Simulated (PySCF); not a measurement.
# Excitation energy of Sb by level of theory

Sb [Kr] 4d10 5s2 5p3 (4S) → Sb [Kr] 4d10 5s1 5p3 6s1 (6S), as a difference of total energies. All numbers are calculated (PySCF 2.14, the spin-free X2C one-electron Hamiltonian (Gaussian nucleus), in aug-cc-pVQZ-DK3). Correlated levels: valence: [Kr] 4d10 frozen. The calculations carry no spin-orbit coupling.

| method | excitation energy (eV) |
| --- | --- |
| UHF | 9.655 |
| MP2 (valence) | 10.777 |
| SCS-MP2 (valence) | 11.169 |
| CCSD (valence) | 10.880 |
| CCSD(T) (valence) | 10.940 |

How much does correlation contribute at CCSD(T) (valence)?

10.940 − (9.655) = 1.285 eV, measured against UHF.

The upper state lies above the first ionisation limit, but in LS coupling its spin forbids autoionisation to the ground ion; at this Z spin-orbit coupling breaks that rule. A Rydberg-like electron needs more diffuse functions than a valence basis has.

The promoted electron is Rydberg-like, and one or two diffuse shells describe it only roughly, which tends to raise the upper state.
